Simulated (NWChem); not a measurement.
# disulfane (H$_{2}$S$_{2}$); SMILES SS

```xyz
4

S      0.0207    -1.0361     0.0782
S     -0.0207     1.0361     0.0782
H     -0.9320    -1.2508    -0.8618
H      0.9320     1.2508    -0.8618
```
Atoms are numbered in this order, from 1.

Results from NWChem. The geometry was optimised at PBE0/def2-SVP. Solvent water, SMD (1 M gas to 1 M solution), gas-phase geometry.

Estimate the computed values for PBE0/aug-pcseg-1. Quantities: solvation free energy (kcal/mol); cavity-dispersion-structure term (kcal/mol); dipole in solution (D).


```json
{
 "solvation free energy (kcal/mol)": "-2.0",
 "cavity-dispersion-structure term (kcal/mol)": "0.7",
 "dipole in solution (D)": "1.71"
}
```
